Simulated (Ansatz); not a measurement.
`C[SiH](S)C=O` at its PBE0-D4/def2-TZVP geometry, where that method's forces vanish. Total charge 0; spin multiplicity 1.

```xyz
11

C    -1.2308    0.2635   -0.8718
Si    0.4410    0.4867   -0.0980
S     0.4196    1.4992    1.7878
C     1.2314   -1.2414    0.2044
O     0.6140   -2.2627    0.0284
H    -1.7284    1.2250   -1.0092
H    -1.8574   -0.3711   -0.2414
H    -1.1322   -0.2264   -1.8438
H     1.3723    1.3034   -0.9209
H    -0.4069    0.6134    2.3714
H     2.2772   -1.2895    0.5931
```

Question: What forces (eV/Å) does PBE-D4/def2-TZVPP give on these atoms in Ansatz 0.2.0? (An estimate is asked.)

Answer: Computed: 
```
C1   0.002  0.015 -0.011
Si2  0.010 -0.006 -0.048
S3   0.169  0.302  0.109
C4   0.375  0.722  0.069
O5  -0.584 -0.959 -0.155
H6  -0.101  0.173 -0.028
H7  -0.123 -0.119  0.116
H8   0.012 -0.092 -0.186
H9   0.109  0.111 -0.082
H10 -0.153 -0.173  0.104
H11  0.284  0.026  0.113
```
